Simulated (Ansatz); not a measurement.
Total energies of `Sc1ccc(-c2ccc(-c3ccc(-c4ccc(S)cc4)cc3)cc2)cc1` from Ansatz at PBE-D4/def2-TZVP, gas phase (1 Eh = 27.2114 eV = 2625.5 kJ/mol). The reference geometry is relaxed at PBE-D4/def2-SVP.

| state | geometry | energy (Eh) |
| --- | --- | --- |
| charge 0 singlet | reference | -1720.67826 |
| charge 1 doublet | reference | -1720.43984 |
| charge -1 doublet | reference | -1720.71032 |
| free S atom (triplet) | – | -397.93833 |
| free C atom (triplet) | – | -37.79597 |
| free H atom (doublet) | – | -0.49962 |

Single mean-field runs in def2-TZVP are fitted with def2-universal-jkfit.

Work out the vertical ionisation energy to the doublet.

E(charge 1 doublet) − E(charge 0 singlet) = -1720.43984 − (-1720.67826) = 0.23842 Eh = 6.49 eV. For comparison, −ε of the highest occupied level is 5.01 eV at this level, 1.48 eV less.

Work out the vertical electron affinity, to the doublet.

E(charge 0 singlet) − E(charge -1 doublet) = -1720.67826 − (-1720.71032) = 0.03206 Eh = 0.87 eV. The basis lacks diffuse functions, which makes affinities too small.

Give the fundamental gap IE − EA, the Mulliken electronegativity (IE + EA)/2 and the hardness (IE − EA)/2.

From the values in Eh: IE − EA = 0.23842 − 0.03206 = 0.20636 Eh = 5.62 eV; (IE + EA)/2 = 3.68 eV; (IE − EA)/2 = 2.81 eV. The HOMO–LUMO gap of the same run is 2.68 eV, 2.94 eV smaller than the fundamental gap.

What is the binding energy per atom against free atoms?

Atoms: 2 × (-397.93833) + 24 × (-37.79597) + 18 × (-0.49962) = -1711.97310 Eh. Binding: -1711.97310 − (-1720.67826) = 8.70516 Eh = 236.88 eV, or 5.38 eV for each of 44 atoms (no zero-point energy, no counterpoise term).

At PBE-D4/def2-TZVP the highest occupied level of the charge -1 doublet lies above zero (up to 0.67 eV). By energy differences its removal costs 0.87 eV (vertical, to the charge 0 singlet, at PBE-D4/def2-TZVP); self-interaction error and the lack of diffuse functions both raise the level.
